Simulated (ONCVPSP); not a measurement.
**Transferability test, ONCV potential for zinc**

```
Element                 : Zn
Generator               : ONCVPSP 4.0.1
Type                    : optimised norm-conserving Vanderbilt (ONCV)
Functional              : PBEsol
Relativity              : fully relativistic
Frozen core             : [Ne]
Valence charge          : 20
Reference configuration : 3s2 3p6 3d10 4s0.5 (charge +1.5)
Partial waves           : 3s+4s: rc 1.00 bohr, ncon 3, nbas 6, qcut 14.9 1/bohr, 2 projectors; 3p: rc 0.80 bohr, ncon 3, nbas 7, qcut 18.3 1/bohr, 2 projectors, debl 2.6 Ha; 3d: rc 1.50 bohr, ncon 4, nbas 8, qcut 10.1 1/bohr, 2 projectors, debl 1.7 Ha
Local potential         : polynomial inside 0.55 bohr (lpopt 5, dvloc0 0 Ha)
Core correction         : Teter function, fcfact 5.5, rcfact 1.4
```

Open shells are filled in proportion to 2j + 1.

In the p channel the program set the typed energies aside and used -3.577, 0.250 Ha (j = l + 1/2; the other j can differ).

Energies are relative to the spin-unpolarised reference configuration 3s2 3p6 3d10 4s0.5; without spin polarisation the order of configurations can differ from experiment.

```csv
valence configuration,charge,ΔE all-electron (eV),error AE − PS (meV)
3s2 3p6 3d10 4s2,0,-17.969,+7.9
3s2 3p6 3d10 4s1,+1,-8.068,+1.1
3s2 3p6 3d10 4s0,+2,10.281,+1.9
3s2 3p6 3d9 4s2,+1,-0.035,+166
```

Levels in the configuration 3s2 3p6 3d10 4s0:

```json
{"level": "3s j=1/2", "all-electron (eV)": "-149.719", "pseudo (eV)": "-149.732"}
{"level": "3p j=3/2", "all-electron (eV)": "-103.095", "pseudo (eV)": "-103.104"}
{"level": "3p j=1/2", "all-electron (eV)": "-106.151", "pseudo (eV)": "-106.159"}
{"level": "3d j=5/2", "all-electron (eV)": "-30.688", "pseudo (eV)": "-30.710"}
{"level": "3d j=3/2", "all-electron (eV)": "-31.052", "pseudo (eV)": "-31.074"}
```
